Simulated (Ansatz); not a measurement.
Ansatz (an electronic-structure program) input (CCSD(T)/aug-cc-pVDZ):

Ansatz 0.2 input:
```yaml
crystal:
  periodic: [false, false, false]
  atoms:
    - {symbol: B, position_ang: [-0.25093035, -0.58363166, -0.60064539]}
    - {symbol: O, position_ang: [0.04786418, 0.26847182, 0.32810798]}
    - {symbol: H, position_ang: [0.87173832, 0.77038378, 0.37836311]}
basis:
  gaussian:
    orbitals: aug-cc-pVDZ
magnetization: {spin_polarized: false}
correlation: {method: ccsd_t, electrons: outside_noble_gas}
output: {forces: true}
```

End of the output:

```
integrals: 0.02 GiB planned
532 factors; integrals over basis functions are off by at most 7.4e-4 eV
mean field: 0.09 GiB planned
mean field evaluation 1: about -2722.1558 eV, gradient 3.3e1 eV
mean field evaluation 2: about -2722.1564 eV, gradient 3.3e1 eV
mean field evaluation 4: about -2724.2419 eV, gradient 2.2e0 eV
mean field evaluation 8: about -2724.2643 eV, gradient 1.2e-4 eV
mean field evaluation 16: about -2724.2632 eV, gradient 4.0e-1 eV
mean field -2724.26427539 eV, -100.1148655478 hartree, gradient 1.4e-6 eV, S^2 0.000000; 0 other end points of the search recorded, 0 dependent functions left out
2 core orbitals not correlated
reference -2724.26427539 eV, -100.1148655478 hartree; 5, 5 occupied and 48, 48 virtual orbitals, 532 factors
densities: 0.12 GiB planned
second order -7.13881144 eV of doubles, -0.00000000 eV of singles
coupled cluster: 0.10 GiB planned
cycle   1  -7.30873933 eV  change   -1.7e-1 eV  update   8.2e-2
cycle   2  -7.55898777 eV  change   -2.5e-1 eV  update   3.0e-2
cycle   3  -7.64428996 eV  change   -8.5e-2 eV  update   1.7e-2
cycle   4  -7.63659756 eV  change    7.7e-3 eV  update   3.7e-3
cycle   5  -7.63727377 eV  change   -6.8e-4 eV  update   1.3e-3
cycle   6  -7.63759741 eV  change   -3.2e-4 eV  update   4.7e-4
cycle   7  -7.63733968 eV  change    2.6e-4 eV  update   1.8e-4
cycle   8  -7.63738085 eV  change   -4.1e-5 eV  update   6.7e-5
cycle   9  -7.63741190 eV  change   -3.1e-5 eV  update   2.3e-5
cycle  10  -7.63739636 eV  change    1.6e-5 eV  update   8.6e-6
cycle  11  -7.63740094 eV  change   -4.6e-6 eV  update   3.2e-6
perturbative correction -0.23918645 eV, -0.0087899398 hartree
the calculation of the forces begins
Total energy: -2732.14086277 eV, -100.4043247952 hartree
Atom 0 at    -0.250930    -0.583632    -0.600645 Å, force    -0.280258    -0.935274    -1.055983 eV/Å
Atom 1 at     0.047864     0.268472     0.328108 Å, force     0.183569     0.925704     1.117122 eV/Å
Atom 2 at     0.871738     0.770384     0.378363 Å, force     0.096688     0.009570    -0.061139 eV/Å
Dipole moment:     0.396862     0.409973     0.252767 e Å
```
